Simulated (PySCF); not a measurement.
**Vibration and rotation of RbCa⁻**

RHF-CCSD(T) constants of RbCa⁻, ¹Σ⁺ (singlet), closed shell (PySCF, scalar-relativistic core potentials, basis sets Rb def2-SVPD with ECP28, Ca def2-SVPD; masses 84.9118 and 39.9626 u):

| Property | Result |
| --- | --- |
| ωe | 48.3 cm⁻¹ |
| ωexe | 0.258 cm⁻¹ |
| Be | 0.027401 cm⁻¹ |
| αe | 0.000211 cm⁻¹ |
| D (centrifugal) | 3.53e-08 cm⁻¹ |
| De to Rb⁻ + Ca | 0.338 eV |

Q: Estimate the standard entropy (1 bar) and heat capacity of the ideal gas at 1000 K, rigid rotor with B0 and harmonic oscillator at the fundamental.

A: Translation (Sackur–Tetrode, M = 124.87 u): 194.2 J/(mol K). Rotation: q = kT/(σB0) = 25500 with σ = 1, 92.7. Vibration: x = hcν0/kT = 0.0688, 30.58. S° = 317.5 J/(mol K); Cp = 7R/2 + 8.31 = 37.4 J/(mol K).

Correlated steps freeze 5 core orbitals. The bond is weak. Basis-set superposition, not corrected here, can be much of De in a small basis, most of all at correlated wavefunction levels. For an ion De counts to the pair picked by the measured ionisation energies or electron affinities, which need not be the lowest pair at this level. The CCSD T1 diagnostic is raised, a sign that a single reference may not be enough here.
